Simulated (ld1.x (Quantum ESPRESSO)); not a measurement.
What one change does to a pseudopotential (indium, PAW)

- Element: In (Z = 49)
- Generator: ld1.x (Quantum ESPRESSO) 7.5
- Type: PAW
- Functional: PBE
- Relativity: scalar-relativistic
- Frozen core: [Kr]
- Valence charge: 13
- Reference configuration: 4d10 5s2 5p1
- Partial waves: 5s (bound): rcut 2.30, rcutus 2.60 bohr; 5s channel at 0.9 Ry: rcut 2.30, rcutus 2.60 bohr; 5p (bound): rcut 2.95, rcutus 3.35 bohr; 5p channel at 0.1 Ry: rcut 2.95, rcutus 3.35 bohr; 4d (bound): rcut 1.40, rcutus 1.85 bohr; 4d channel at -0.4 Ry: rcut 1.40, rcutus 1.85 bohr
- Local potential: all-electron potential smoothed inside 2.05 bohr (lloc = -1)
- Core correction: Bessel-smoothed model core, default radius (core density twice the valence density)
- Augmentation charge: BESSEL, radius 1.30 bohr

Change: waves 4d (bound): rcut 1.40, rcutus 1.76 bohr; 4d channel at -0.4 Ry: rcut 1.40, rcutus 1.76 bohr.

Cutoffs: the cutoffs (Ry, on a coarse ladder) from which the occupation-weighted sum of valence levels, in a spherical-Bessel basis at the reference potential, stays within 10 and 1 mRy of its value at 400 Ry; they do not see the model core or the augmentation charge, which bear on the density cutoff. Errors are all-electron minus pseudo energies relative to the spin-unpolarised reference configuration.

Task: How do hardness, ghosts and transferability respond?

Result: The potential gets harder (35 Ry and 55 Ry → 40 Ry and 70 Ry); of the 7 tests that both files solve, the error grows in 3 and shrinks in 1 by more than 15 % and 0.3 meV (median size 0.6 → 1.5 meV); neither file shows a bound ghost. A smaller radius makes the pseudo-wave follow the all-electron one further in, where it bends more sharply, so more plane waves are needed.

```csv
quantity,base,changed
"cutoff, loose",35 Ry,40 Ry
"cutoff, tight",55 Ry,70 Ry
bound ghosts,none,none
"error for 4d10 5s2 5p0, meV [ΔE 5.36 eV]",+0.4,+1.0
"error for 4d10 5s1 5p0, meV [ΔE 24.60 eV]",+9.9,+12
"error for 4d10 5s0 5p0, meV [ΔE 52.92 eV]",-0.6,+5.7
"error for 4d10 5s2 5p0.5, meV [ΔE 1.94 eV]",-0.2,-0.1
"error for 4d10 5s0 5p3, meV [ΔE 11.95 eV]",-0.6,-0.1
"error for 4d10 5s1 5p1, meV [ΔE 11.96 eV]",+2.1,+2.2
"error for 4d10 5s1 5p2, meV [ΔE 5.84 eV]",+1.3,+1.5
s: phases at 3.63 bohr within 0.05 rad from the reference energy up to (Ry; the scan ends near 5),2.1,2.1
p: phases at 3.63 bohr within 0.05 rad from the reference energy up to (Ry; the scan ends near 5),1.7,1.7
d: phases at 3.63 bohr within 0.05 rad from the reference energy up to (Ry; the scan ends near 5),to the end of the scan,to the end of the scan
lowest overlap eigenvalue by channel,"s 0.33, p 0.56, d 0.59","s 0.33, p 0.56, d 0.91"
```
